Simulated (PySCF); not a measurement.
**Bromine: a sound run and one with changed settings**

Sound run: Br²⁺ [Ar] 3d10 4s2 4p3, Br³⁺ [Ar] 3d10 4s2 4p2. Calculation: PySCF 2.14, in aug-cc-pVDZ-DK; scalar relativity by spin-free X2C-1e. The sound run starts from symmetry-adapted Hartree-Fock orbitals and uses a fine grid where one is needed.

Changed run: 14 angular points. This setting is unsound on purpose.

| species | method | sound run (hartree) | changed run (hartree) | converged |
| --- | --- | --- | --- | --- |
| Br²⁺ | UHF | -2603.16187 | -2603.16187 | yes |
| Br²⁺ | TPSS | -2604.79598 | -2604.79598 | yes |
| Br²⁺ | PBE0 | -2604.59082 | -2604.59082 | yes |
| Br³⁺ | UHF | -2601.88948 | -2601.88948 | yes |
| Br³⁺ | TPSS | -2603.50286 | -2603.50378 | yes |
| Br³⁺ | PBE0 | -2603.29585 | -2603.29624 | yes |

Ionisation energy of Br²⁺:

```tsv
method	sound run (eV)	changed run (eV)
UHF	34.624	34.624
TPSS	35.188	35.162
PBE0	35.238	35.227
```

A coarse angular grid integrates products of high-l functions wrongly, so density functionals can shift, and the SCF can exploit the error; Hartree-Fock and MP2 need no grid.

For comparison, NIST gives 34.871 ± 0.019 eV between the lowest levels.
